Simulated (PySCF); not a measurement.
## State search for BeGe

Unrestricted PBE0; PySCF, scalar-relativistic core potentials, basis sets Be aug-cc-pVDZ, Ge aug-cc-pVDZ-PP with ECP10. Outer shells of the fragments: Be 2s2; Ge 3d10 4s2 4p2.

Followed along the bond (rough minima from three points):

```json
{"2Ms+1": "3", "unpaired": "π ↑↑", "⟨S²⟩ at the start": "2.15", "R at minimum (Å)": "2.18", "Te (eV)": "0.00"}
{"2Ms+1": "1", "unpaired": "π ↑↓", "⟨S²⟩ at the start": "1.01", "R at minimum (Å)": "2.17", "Te (eV)": "0.26"}
{"2Ms+1": "3", "unpaired": "σ ↑, π ↑", "⟨S²⟩ at the start": "2.00", "R at minimum (Å)": "2.35", "Te (eV)": "0.51"}
{"2Ms+1": "1", "unpaired": "σ ↓, π ↑", "⟨S²⟩ at the start": "1.01", "R at minimum (Å)": "2.34", "Te (eV)": "0.59"}
{"2Ms+1": "1", "unpaired": "none", "⟨S²⟩ at the start": "0.00", "R at minimum (Å)": "2.18", "Te (eV)": "0.96"}
```

Solutions found at the starting distance of 2.120 Å, counted from the lowest of them; the search is not exhaustive and high or unbound solutions are not listed, so other states can lie among these:

```csv
2Ms+1,unpaired,term,E (eV),⟨S²⟩,⟨Lz²⟩,μ (D)
3,π ↑↑,³Σ⁻,0.00,2.15,0.00,-1.49
1,π ↑↓,mixed,0.25,1.01,2.02,-1.76
3,"σ ↑, π ↑",³Π,0.68,2.00,1.00,0.67
1,"σ ↓, π ↑",mixed,0.76,1.01,1.00,0.62
1,none,mixed,0.96,0.00,2.00,-1.73
3,"σ ↑↑, π ↑↓",mixed,1.65,3.01,2.01,0.77
1,"σ ↓↓, π ↑↑",mixed,1.86,2.01,0.00,0.39
3,"σ ↑, π ↑",³Π,2.15,2.05,1.03,-1.99
1,"σ ↓, π ↑",mixed,2.52,1.13,1.01,-1.98
3,π ↑↑,mixed,3.02,2.07,2.01,-0.37
```

A term symbol is given only where ⟨S²⟩ and ⟨Lz²⟩ are close to those of a pure state; real π, δ and φ orbitals otherwise mix terms. A positive dipole means Be(−)Ge(+).

Spin–orbit coupling is left out.
